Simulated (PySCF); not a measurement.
Ionisation energy along the 21-electron series

Calculated with PySCF 2.14 and a two-component X2C-1e Hamiltonian (Gaussian nucleus, no Breit or QED terms), each ion in its own even-tempered basis scaled to its charge; GMP2 freezes [Ne] and drops the highest virtual spinors. Values in eV. NIST values: (m) measured, (s) semi-empirical, (t) theoretical.

```
  ion  configuration  GHF (spin-free)  GMP2 (spin-free)  GHF (screened spin-orbit)  GMP2 (screened spin-orbit)          NIST
Tm⁴⁸⁺       [Ar] 3d3           4180.7            4180.5                     4200.8                      4201.6  4199 ± 4 (t)
Yb⁴⁹⁺       [Ar] 3d3           4343.5            4343.2                     4365.6                      4366.4  4364 ± 4 (t)
Lu⁵⁰⁺       [Ar] 3d3           4509.5            4509.3                     4533.8                      4534.5  4532 ± 4 (t)
```

Between Z = 69 and Z = 71 the GMP2 (screened spin-orbit) value grows as Z to the power 2.67.
